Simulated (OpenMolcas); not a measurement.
# Cu⁶⁺: effect of the IPEA shift

```
Program             : OpenMolcas
Basis               : ANO-RCC-VTZP [6s5p3d2f1g]
Scalar Hamiltonian  : DKH2, point nucleus
Active space        : 5 electrons in 10 orbitals (3d 4d)
State averaging     : 2S+1 = 6 even, 1 root; 2S+1 = 4 even, 24 roots; 2S+1 = 2 even, 52 roots
Spin-orbit coupling : state interaction with AMFI integrals over the reference wave functions, term energies averaged over their components
```

Methods on the same reference wave functions:
A. CASSCF
B. MS-CASPT2, IPEA 0 Eh, imaginary shift 0.1 Eh (closed shells correlated: 3s 3p)
C. MS-CASPT2, IPEA 0.25 Eh, imaginary shift 0.1 Eh (closed shells correlated: 3s 3p)

Energies in eV above 3d5 6S 5/2, the measured ground level; measured values from the list in Gamrath, thesis, University of Mons (2023).

```tsv
Level	A	B	C	Measured
3d5 6S 5/2	0.0000	0.0000	0.0000	0.0000
3d5 4G 5/2	6.2263	5.919	5.928	
3d5 4G 7/2	6.2432	5.938	5.947	
3d5 4G 11/2	6.2532	5.949	5.958	
3d5 4G 9/2	6.2547	5.951	5.960	
3d5 4P 5/2	7.1131	6.492	6.515	6.2899
3d5 4P 3/2	7.1455	6.527	6.550	6.3315
3d5 4P 1/2	7.1939	6.578	6.601	6.3736
3d5 4D 7/2	7.7483	7.094	7.114	6.9112
3d5 4D 1/2	7.7850	7.133	7.153	6.9691
3d5 4D 3/2	7.8234	7.174	7.194	6.9962
3d5 4D 5/2	7.8342	7.185	7.205	6.9961
3d5 2I 11/2	8.9020	8.663	8.680	8.4008
3d5 2I 13/2	8.9393	8.706	8.722	8.4207
3d5 2D 5/2 [59 %]	9.8882	9.057	9.105	
3d5 2D 3/2	10.0720	9.220	9.268	8.9550
3d5 2F 7/2(1)	10.3142	9.513	9.559	9.2254
3d5 4F 9/2	10.3882	9.679	9.697	9.4142
3d5 4F 5/2	10.4043	9.674	9.698	9.4252
3d5 4F 7/2	10.4245	9.717	9.736	9.4661
3d5 4F 3/2	10.5063	9.773	9.794	9.5326
```

Deviations, from unrounded energies. A percentage is the sum of absolute deviations over the sum of measured energies, with the sign that they share, or ± where signs differ.

| Against measurement | Levels | A | B | C |
| --- | --- | --- | --- | --- |
| mean absolute deviation (cm-1) | 15 | 6900 | 1800 | 2000 |
| other terms of the ground configuration (%) | 15 | +10.8 | +2.9 | +3.2 |

B lies closest to measurement on these levels and A furthest from it. The largest miss of B in the table is 3d5 2F 7/2(1), by +2300 cm-1. The ranking rests on the paired levels alone, and a cruder setting can come out closer through cancelling errors.

Between B and C the level of the table that moves most is 3d5 2D 5/2 [59 %], by 390 cm-1 (lowest in B, highest in C). Moves below CASPT2's spread within the term are not significant.

The mean deviations of B to C differ by less than CASPT2's widest spread within a term (540 cm-1), so their order carries little weight.

From A to B the spin-free energies of the other terms of 3d5 shown, above 6S, scale by factors of 0.91 to 0.97.

The lowest spin-free term lies below A's lowest term by 0.367 hartree in B, 0.362 hartree in C.

CASPT2 does not keep the components of a term degenerate, so their means are used; among the terms shown or strongly mixed into the levels shown the widest spread is 540 cm-1 (3d5 4F, C). Active for correlation alone: 4d; no level in the range computed is led by a configuration that fills it, so any true level of that kind is missing. Without dynamic correlation excited terms often stand tens of per cent too high (terms of higher spin than the ground term too low), and those without a measured partner can miss by more than the paired ones (holds for A). Some levels mix across a computed gap that differs much from the measured one, so their mixing is not that of the real levels (holds for A; C). Computed and measured levels are paired by configuration, term and J; levels that our copy of the source lacks, or whose pairing is in doubt (as where it misses far off the trend of its configuration), stay unpaired and out of the deviations. Levels of configurations outside the active space are missing. The table leaves out levels that lie high or whose names do not pair safely across all columns.

A share in square brackets marks a mixed level and gives the weight of the term that names it, the lowest over the columns. A number in round brackets counts repeated terms of one configuration in the order of the reference energies.
